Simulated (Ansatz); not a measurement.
`CC#CBO` + `[OH][AlH][SH]` → `C[O][AlH][SH]` + `C#CBO`  (substitution at a C–C bond)

Computed with Ansatz on PBE0-D4/def2-TZVP structures; ΔE is electronic, products minus reactants. CCSD(T)/CBS adds triple-zeta CCSD(T) − MP2 to the extrapolated MP2 energy (def2 sets, frozen cores). Functionals use def2-TZVPP. HSE06 is defined as in plane-wave codes. Each species was taken in one conformer, which may not be the lowest.

```
             level  ΔE (kJ/mol)  difference from CCSD(T)/CBS
         revPBE-D4         84.4                          2.4
           BLYP-D4         77.7                         -4.3
         r2SCAN-D4         86.8                          4.8
            B97M-V         87.0                          5.0
        r2SCAN0-D4         87.6                          5.6
           ωB97X-V         79.4                         -2.6
            B2PLYP         82.5                          0.5
          PBE-QIDH         88.3                          6.3
               PBE         88.1                          6.1
            r2SCAN         87.2                          5.2
           r2SCAN0         88.1                          6.1
             HSE06         88.9                          6.9
           LC-ωPBE         86.5                          4.5
RPA@PBE/def2-TZVPP         72.1                         -9.9
     MP2/CBS(def2)         90.0                          8.0
    CCSD/CBS(def2)         81.7                         -0.3
       CCSD(T)/CBS         82.0                            0
```

Largest T1 diagnostic among the species: 0.015.

In def2-TZVPP, CCSD(T) changes the Hartree–Fock value by +4.9 kJ/mol (the triples alone add +0.2 kJ/mol) and MP2 by +13.0 kJ/mol. Leaving LDA and LC-ωPBE aside and taking each functional with its dispersion term where it has one, the values spread over 10.6 kJ/mol, from BLYP-D4 to PBE-QIDH. LDA lies +3.2 kJ/mol from PBE without D4.
